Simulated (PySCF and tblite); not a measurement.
Values are calculated unless marked as measured or tabulated.
## Rotation: stationary points, barriers and rates

System: C6H12OSe, numbered as in [CH3:1][CH:2]([CH3:3])[C@H:4]1[CH2:5][O:6][CH2:7][Se:8]1.

Motion: rotation about the C2–C4 bond (torsion C1–C2–C4–C5 from 59° to 174°, rising). The path came from a restrained scan, a climbing-image band and a saddle search at GFN2-xTB; energies are PBE0/pcSseg-1 + D3(BJ)//GFN2-xTB, thermal terms GFN2-xTB. Rate constants are transition-state-theory values, counting equivalent paths, without tunnelling. Run with tblite and PySCF.

```
 point  symmetry  E(GFN2) kcal/mol  E(DFT) kcal/mol  ZPE change kcal/mol  lowest mode cm⁻¹  dipole D
 start        C1               0.0              0.0                 0.00                71      1.73
saddle        C1               3.7              5.0                 0.04               59i      1.68
   end        C1               0.6              0.5                -0.06                60      1.67
```

```json
{"Electronic barrier": "5.0 kcal/mol", "Barrier with zero-point energy": "5.0 kcal/mol", "ΔH‡ (298 K)": "4.5 kcal/mol", "ΔS‡ (298 K, symmetry apart)": "-4.1 cal/(mol K)", "Paths": "1 equivalent path", "End point": "a different minimum", "Mean lifetime of the start against this motion at 298 K": "2.3 ns", "Cost": "2 min on 1 thread of Arm Neoverse V2, on a host shared with other jobs (rough), peak memory 1.1 GiB, launched as `OMP_NUM_THREADS=1 python ens_run.py task.json out`"}
```

```
T/K  ΔG‡ kcal/mol     k s⁻¹  ΔG kcal/mol  k back s⁻¹
150           5.2     7×10⁴          0.5     3.3×10⁵
200           5.4   5.5×10⁶          0.5     1.8×10⁷
250           5.5   7.7×10⁷          0.5       2×10⁸
298           5.7   4.3×10⁸          0.5     9.8×10⁸
350           5.8   1.6×10⁹          0.5     3.4×10⁹
400           6.0   4.2×10⁹          0.5     8.2×10⁹
500           6.4  1.6×10¹⁰          0.6    2.9×10¹⁰
```

ΔG and ΔG‡ leave out symmetry numbers and mirror images; rates count paths: 1 out, 1 back.

Spin–orbit effects of heavy atoms on shieldings are missing.
